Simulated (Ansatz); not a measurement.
Stepwise reaction of `[F][Ga]([F])[SH]` with hydrogen chloride, as a gas-phase model of exchange steps in deposition or etching. ΔE in kJ/mol; ΔG adds harmonic PBE0-D4 terms to CCSD(T)/CBS, at 1 bar.

Calculated with Ansatz (gas phase, PBE0-D4/def2-TZVP geometries, no zero-point term in ΔE). CCSD(T)/CBS is the MP2 limit (def2-TZVPP, def2-QZVPP) plus CCSD(T) − MP2 in def2-TZVPP, frozen cores. This one scheme is used for every species. Functionals use def2-TZVPP. B3LYP here is the variant with VWN-RPA as its local correlation; programs differ in this. For Ga outer-core shells are correlated without core-valence functions, which leaves a few kJ/mol of doubt a bond. Scalar relativity is left out up to krypton. Each species was taken in one conformer, which may not be the lowest.

```
step                                              reaction  PBE-D4  B3LYP-D4  ωB97M-V  CCSD(T)/CBS  ΔG(500 K)
   1  `[F][Ga]([F])[SH]` + HCl → `[F][Ga]([SH])[Cl]` + H–F   -34.6     -33.0    -33.7        -38.9      -32.4
```

Task: Give the row of step 2, `[F][Ga]([SH])[Cl]` + HCl → `[SH][Ga]([Cl])[Cl]` + H–F. (An estimate is asked.)

Result: Computed: 
```
step                                                reaction  PBE-D4  B3LYP-D4  ωB97M-V  CCSD(T)/CBS  ΔG(500 K)
   2  `[F][Ga]([SH])[Cl]` + HCl → `[SH][Ga]([Cl])[Cl]` + H–F   -33.0     -31.8    -32.1        -37.8      -31.0
```

Task: By hand: ΔE of the 2 steps together at CCSD(T)/CBS.

Result: (-38.9) + (-37.8) = -76.7 kJ/mol, or -38.3 kJ/mol a step.

In ΔE the steps differ by no more than 1.1 kJ/mol. All are downhill at CCSD(T)/CBS. ΔG lies between -32.4 and -31.0 kJ/mol a step. PBE-D4 differs from CCSD(T)/CBS by 4.3 to 4.8 kJ/mol a step. Isolated molecules leave out the surface, adducts and barriers. Largest T1 diagnostic: 0.014.
